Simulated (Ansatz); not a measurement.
Ansatz (a program for electronic structure) input (B2PLYP/def2-TZVPD):

Ansatz 0.2 input:
```yaml
crystal:
  periodic: [false, false, false]
  atoms:
    - {symbol: Sr, position_ang: [-0.11955528, -0.42421036, -0.45772229]}
    - {symbol: F, position_ang: [0.12207594, 1.64112377, 0.30935921]}
    - {symbol: F, position_ang: [0.38271300, 0.14998662, 1.62324603]}
basis:
  gaussian:
    orbitals: def2-TZVPD
hamiltonian:
  xc: {name: B2PLYP}
total_charge: 1
magnetization: {spin_polarized: true, initial_magnetization: 1}
correlation: {electrons: outside_noble_gas}
```

Output:

```
Functional definition: B2PLYP
integrals: 0.08 GiB planned
816 factors; integrals over basis functions are off by at most 6.8e-4 eV
mean field: 0.47 GiB planned
mean field evaluation 1: about -6245.2012 eV, gradient 5.8e1 eV
mean field evaluation 2: about -6245.2859 eV, gradient 5.7e1 eV
mean field evaluation 4: about -6255.0157 eV, gradient 3.3e0 eV
mean field evaluation 8: about -6255.0972 eV, gradient 2.2e-1 eV
mean field evaluation 16: about -6255.0976 eV, gradient 3.2e-3 eV
mean field evaluation 32: about -6251.7038 eV, gradient 7.4e0 eV
mean field -6255.09761711 eV, -229.8705975714 hartree, gradient 6.2e-6 eV, S^2 0.769071; 3 other end points of the search recorded, 0 dependent functions left out
6 core orbitals not correlated, not the lowest: weight in the atoms' cores, before any rotation towards them, 0.919 or more for the frozen orbitals, at most 0.073 for the correlated occupied ones
reference -6255.09776320 eV, -229.8706029401 hartree; 8, 7 occupied and 99, 100 virtual orbitals, 816 factors
second order -17.11968270 eV of doubles, -0.00000000 eV of singles
Total energy: -6259.72007753 eV, -230.0404698585 hartree
```
